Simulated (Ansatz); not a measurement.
A set of 12 reactions (atomization), with CCSD(T)/CBS values in kJ/mol:

| reaction | ΔE |
| --- | --- |
| `[CH3][Zn][Br]` → Br• + C• + 3 H• + Zn (atom) | 1791.4 |
| `FBC[CH2][AlH2]` → Al• + B• + 2 C• + F• + 7 H• | 4352.4 |
| `O[SiH](O)N[SiH](F)F` → 2 F• + 5 H• + N• + 2 O• + 2 Si• | 4875.2 |
| `[SiH3][S][SbH][SiH3]` → 7 H• + S• + Sb• + 2 Si• | 3032.2 |
| `C[Si]F` → C• + F• + 3 H• + Si• | 2209.9 |
| `[NH2][Al][SH]`• → Al• + 3 H• + N• + S• | 1803.3 |
| `N[Si@@H]1N[C@@]1(O)F` → C• + F• + 5 H• + 2 N• + O• + Si• | 4036.8 |
| `NC(O)O` → C• + 5 H• + N• + 2 O• | 3345.5 |
| `OB(O)c1ccc[nH]1` → B• + 4 C• + 6 H• + N• + 2 O• | 6488.2 |
| `NC1(F)O[SiH2]O1` → C• + F• + 4 H• + N• + 2 O• + Si• | 3911.6 |
| `COBO` → B• + C• + 5 H• + 2 O• | 3632.8 |
| `[NH2][Cd][Cl]` → Cd (atom) + Cl• + 2 H• + N• | 1239.3 |

Gas-phase electronic energies from Ansatz, PBE0-D4/def2-TZVP geometries. CCSD(T)/CBS adds triple-zeta CCSD(T) − MP2 to the extrapolated MP2 energy (def2 sets, frozen cores). Small cases extrapolate CCSD(T) itself. DFT in def2-TZVPP. B3LYP here is the variant with VWN-RPA as its local correlation; programs differ in this. No spin–orbit coupling; open shells (•) take unrestricted orbitals. Spin–orbit coupling would lower the free atoms: a little for Al, B, C, Cl, F, O, S, Si; clearly for Br. Elements past krypton have def2 core potentials. Bonds to Br, Cd, Sb, Zn are less sure, by a few kJ/mol each and by 10 to 20 or more in all where they break to atoms, as the def2 sets lack core-valence functions. Scalar relativity is left out up to krypton. Each species was taken in one conformer, which may not be the lowest.

Problem. Give the mean, mean absolute and largest difference (level minus CCSD(T)/CBS, kJ/mol) for: PBE-D4, r2SCAN-D4, PBE0-D4, B3LYP-D4, ωB97M-V, PBE, PBE0, B3LYP, MP2/def2-TZVPP, SCS-MP2/def2-TZVPP, CCSD/def2-TZVPP, MP2/def2-QZVPP, HF/CBS(def2), MP2/CBS(def2). (Estimate.)

Solution. Computed: 
```csv
level,mean,mean absolute,largest
PBE-D4,66.8,72.4,268.5
r2SCAN-D4,4.1,18.8,63.7
PBE0-D4,-9.4,28.4,-107.4
B3LYP-D4,-10.9,17.6,-62.2
ωB97M-V,10.8,17.5,48.5
PBE,48.4,64.7,235.3
PBE0,-24.8,36.6,-132.6
B3LYP,-40.6,40.6,-110.1
MP2/def2-TZVPP,-27.6,35.7,-144.4
SCS-MP2/def2-TZVPP,-52.1,52.1,-103.7
CCSD/def2-TZVPP,-160.7,160.7,-303.9
MP2/def2-QZVPP,35.2,48.6,152.3
HF/CBS(def2),-990.4,990.4,-1838.7
MP2/CBS(def2),76.9,83.3,224.3
```

The largest T1 diagnostic in the set is 0.018, for Al• (customary mark 0.045).

CCSD(T)/CBS is a level of theory with its own doubt, and the functionals carry their triple-zeta basis error, so these figures describe this set and don't rank the functionals.
